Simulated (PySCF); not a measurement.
These are B3LYP-D3(BJ)/def2-TZVP run with PySCF values and carry that method's errors. Gas-phase values, no solvent. One relaxed conformer stands for a flexible species; it need not be the lowest. B3LYP has the VWN-RPA correlation part, as in Gaussian. 

Reference species (SMILES): `[SiH2]=CO` (H–O–C–Si torsion 15°) (neutral, multiplicity 1).

```json
{
 "LUMO": "-1.43 eV",
 "HOMO–LUMO gap": "4.22 eV"
}
```

Changed species: `C=[SiH]O` (C–Si–O–H torsion 0°).

Question: Predict the effect on the LUMO and HOMO–LUMO gap.

Answer: the LUMO rises by 0.93 eV, to -0.50 eV; the HOMO–LUMO gap rises by 1.27 eV, to 5.49 eV.
